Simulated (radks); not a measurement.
Results of a calculation; reference values are marked as such.
Orbital eigenvalues (eV) of the samarium ion Sm41+, [Ar] 3d3, at several levels of relativity; Dirac values are averaged over j with weights 2j + 1. Spin-unpolarised spherical Kohn-Sham, PBE, point nucleus unless stated (finite: rms radius 5.0819 fm), a radial shooting solver on a logarithmic mesh with Libxc functionals. A level marked "c x" has the speed of light scaled by that factor and shares open shells by 2j + 1; other Dirac levels either fill j = l - 1/2 first or share by 2j + 1.

| shell | non-rel. | scalar-rel., finite nucleus | Dirac, c x 0.75 | Dirac, c x 1.5 | change of magnitude, last against first (%) |
|---|---|---|---|---|---|
| 1s | -46313 | -48962 | -51451 | -47403 | +2.35 |
| 2s | -9161.8 | -9859.6 | -10529 | -9447.6 | +3.12 |
| 2p | -8831.8 | -9050.6 | -9285.1 | -8930.2 | +1.11 |
| 3s | -3418.1 | -3611.4 | -3793.8 | -3498.0 | +2.34 |
| 3p | -3285.1 | -3360.5 | -3435.3 | -3318.8 | +1.02 |
| 3d | -3062.4 | -3066.8 | -3066.3 | -3063.9 | +0.05 |
| 4s (empty) | -1762.5 | -1837.5 | -1907.0 | -1793.7 | +1.77 |
| 4p (empty) | -1704.9 | -1737.1 | -1768.1 | -1719.3 | +0.84 |
